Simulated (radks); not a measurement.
Values are calculated unless marked as measured or tabulated.
Ionisation of the iridium ion Ir3+, [Xe] 4f14 5d6, to [Xe] 4f14 5d5 as the strength of local exchange is varied. Level of theory: Dirac Kohn-Sham, Slater X-alpha exchange (alpha = 2/3 is LDA exchange), no correlation, spin-unpolarised, spherical densities, finite nucleus; open shells fill j = l - 1/2 first; Fermi nuclear charge, rms radius 5.4032 fm (a radial shooting solver on a logarithmic mesh with Libxc functionals).

alpha	E(Ir3+) (hartree)	exchange (hartree)	IE (eV)	-e of the level emptied (eV)	<r> of it (bohr)
0.618	-17810.4576	-305.2758	40.475	33.935 (5d5/2)	1.595
0.666	-17834.1848	-329.4440	41.413	34.816 (5d5/2)	1.580
0.667	-17834.6795	-329.9482	41.433	34.835 (5d5/2)	1.580
0.722	-17861.9082	-357.7233	42.525	35.863 (5d5/2)	1.563
0.829	-17915.0045	-412.0055	44.701	37.917 (5d5/2)	1.532
1.031	-18015.6880	-515.3707	48.990	41.988 (5d5/2)	1.478

NIST Atomic Spectra Database: 40 +/- 1.7 eV (theoretical). The central value is not met in this range of alpha. Spin polarisation and multiplet splitting are left out, so open shells lie too high by an amount that depends on their filling.

Beside tabulated values, note that spin-unpolarised runs miss the spin-polarisation part of the exchange energy of open shells.
